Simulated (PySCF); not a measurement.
Ligand exchange on a metal centre used in film growth or etching (Zr F-H). All species are isolated molecules in the gas phase.

Quantity: redistribution energy (mixed species minus the weighted end members), in kcal/mol.

A: 2 of 4 F replaced by H: [Zr(F)2(H)2]
B: 3 of 4 F replaced by H: [Zr(F)(H)3]
C: 1 of 4 F replaced by H: [Zr(F)3(H)]

Problem. Rank these by redistribution energy (mixed species minus the weighted end members) (lowest first), as TPSSh-D3(BJ)/def2-TZVP // BP86-D3(BJ)/def2-SVP (PySCF) gives it.

Solution. A (-4.86 kcal/mol), C (-3.87 kcal/mol), B (-3.56 kcal/mol)
